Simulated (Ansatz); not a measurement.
`CCCCCCCCCC[S][Ag]` with charge -1. Charge -1, multiplicity 2. Geometry PBE-D4/def2-SVP; atoms count from 1.

Cartesian coordinates in Å:
```
C 1.7045 -2.5556 -3.9272
C 2.0770 -3.1085 -2.5489
C 2.2989 -2.0370 -1.4715
C 1.0580 -1.2129 -1.1134
C 1.2957 -0.1947 0.0054
C 0.0612 0.6403 0.3532
C 0.2999 1.6675 1.4650
C -0.9275 2.5243 1.8088
C -2.0958 1.7449 2.4252
C -3.3286 2.6000 2.7308
S -4.7124 1.6702 3.5013
Ag -5.2510 0.0537 1.6871
H 1.6039 -3.3663 -4.6779
H 0.7410 -2.0069 -3.9057
H 2.4777 -1.8494 -4.2990
H 1.2822 -3.8080 -2.2051
H 2.9997 -3.7233 -2.6406
H 2.6796 -2.5285 -0.5483
H 3.1134 -1.3500 -1.8004
H 0.6848 -0.6752 -2.0133
H 0.2329 -1.8989 -0.8153
H 2.1339 0.4812 -0.2852
H 1.6491 -0.7279 0.9181
H -0.7713 -0.0378 0.6408
H -0.2944 1.1698 -0.5605
H 1.1470 2.3275 1.1653
H 0.6426 1.1362 2.3831
H -1.2768 3.0431 0.8857
H -0.6186 3.3354 2.5073
H -2.4254 0.9248 1.7490
H -1.7678 1.2443 3.3640
H -3.0463 3.4228 3.4299
H -3.6674 3.0948 1.7923
```

In the def2 sets Ag takes a core potential; there is no spin–orbit coupling. The highest occupied level of the relaxed charge -1 doublet lies above zero (up to 0.55 eV). By energy differences its removal costs 1.04 eV (each at its own geometry, to the charge 0 singlet, at PBE0-D4/def2-SVP); self-interaction error and the lack of diffuse functions both raise the level. No other spin state of charge -1 was run.

Question: Estimate the Mulliken populations of the heavy atoms from the PBE0/def2-SVP orbitals of Ansatz.

Answer: 
| atom | charge (e) | spin (α − β) | d electrons |
| --- | --- | --- | --- |
| C1 | -0.10 | 0.00 | – |
| C2 | -0.08 | 0.00 | – |
| C3 | -0.06 | 0.00 | – |
| C4 | -0.08 | 0.00 | – |
| C5 | -0.06 | 0.00 | – |
| C6 | -0.08 | 0.00 | – |
| C7 | -0.04 | 0.00 | – |
| C8 | -0.04 | 0.00 | – |
| C9 | -0.06 | 0.00 | – |
| C10 | -0.12 | -0.01 | – |
| S11 | -0.42 | 0.15 | – |
| Ag12 | -0.48 | 0.85 | 9.93 |
Mulliken values and Mayer orders depend strongly on the basis.

Question: Where does the spin sit?

Answer: Summed by element: C 0.00, S 0.15, Ag 0.85, H 0.01, of 1 unpaired in all. Largest on single atoms: Ag12 0.85, S11 0.15, C10 -0.01.

Question: And the Mayer bond orders between bonded heavy atoms (over 0.3)?

Answer: S11–Ag12 0.79 (2.49 Å); C1–C2 1.08 (1.53 Å); C2–C3 1.08 (1.54 Å); C3–C4 1.06 (1.53 Å); C4–C5 1.07 (1.53 Å); C5–C6 1.07 (1.53 Å); C6–C7 1.07 (1.53 Å); C7–C8 1.08 (1.54 Å); C8–C9 1.04 (1.53 Å); C9–C10 1.02 (1.53 Å); C10–S11 1.07 (1.84 Å).
